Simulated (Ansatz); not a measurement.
Geometry optimisation, RKS PBE/6-31G* in Ansatz 0.2.0.

Input file:

```yaml
crystal:
  periodic: [false, false, false]
  atoms:
    - { symbol: Al, position_ang: [-0.524765, 0.15752, 0.158178] }
    - { symbol: F, position_ang: [2.200616, -0.054007, 1.562994] }
    - { symbol: C, position_ang: [-0.126318, 0.282011, -1.755035] }
    - { symbol: O, position_ang: [-1.161949, 1.517366, 1.005346] }
    - { symbol: H, position_ang: [1.653331, -0.743654, 1.847476] }
    - { symbol: O, position_ang: [-0.386037, -1.39396, 1.119181] }
    - { symbol: H, position_ang: [0.7868, -0.271067, -2.040144] }
    - { symbol: H, position_ang: [0.024264, 1.342947, -2.024603] }
    - { symbol: H, position_ang: [-0.95557, -0.101017, -2.377351] }
    - { symbol: H, position_ang: [-1.381215, 1.413321, 1.94815] }
    - { symbol: H, position_ang: [-0.129157, -2.149559, 0.555809] }
basis:
  gaussian: { orbitals: "6-31G*" }
hamiltonian:
  xc: pbe
relax:
  f_tol: 0.03
  max_steps: 50
```

Launched with:

```bash
$ ansatz run input.yaml --threads 2 --pin off --max-ram 3072MiB --backend cpu --events-out ev --progress --plain --runs-dir out
```

Problem. Where does it end, and by what steps?

Solution. The forces met the threshold. After 16 steps the energy has fallen by 1.476 eV; H5 moved furthest, 1.03 Å. Parted: F2–H5 (0.93 → 1.99 Å). Joined: Al1–F2 (3.07 → 1.72 Å), H5–O6 (2.26 → 0.99 Å).

| step | energy less start (eV) | largest force component (eV/Å) | accepted |
| --- | --- | --- | --- |
| 0 | 0.0000 | 1.209 | yes |
| 1 | -0.2339 | 0.789 | yes |
| 2 | -0.4231 | 0.558 | yes |
| 3 | -0.6054 | 1.348 | yes |
| 4 | -0.7474 | 1.278 | yes |
| 5 | -0.8515 | 0.751 | yes |
| 6 | -1.0219 | 1.266 | yes |
| 7 | -1.0698 | 4.848 | yes |
| 8 | -1.3436 | 1.172 | yes |
| 9 | -1.4190 | 1.283 | yes |
| 10 | -1.4420 | 0.813 | yes |
| 11 | -1.3940 | 1.087 | no |
| 12 | -1.4700 | 0.216 | yes |
| 13 | -1.4731 | 0.126 | yes |
| 14 | -1.4750 | 0.038 | yes |
| 15 | -1.4752 | 0.034 | yes |
| 16 | -1.4755 | 0.014 | yes |

```xyz
11
Properties=species:S:1:pos:R:3
Al 0.016 0.480 0.375
F 1.521 0.548 1.202
C 0.012 0.243 -1.574
O -1.306 1.354 1.077
H 0.907 -1.329 1.445
O -0.006 -1.458 1.081
H 0.749 -0.497 -1.937
H 0.252 1.196 -2.077
H -0.983 -0.066 -1.940
H -1.242 1.619 2.011
H 0.081 -2.090 0.337
```

Whether the end is a true minimum wasn't checked by a vibrational analysis.

Time of the run: 30 s on 2 threads of AMD EPYC 7R43 64-Core Processor (Zen 3), with other jobs on the host, peak memory 0.17 GiB.
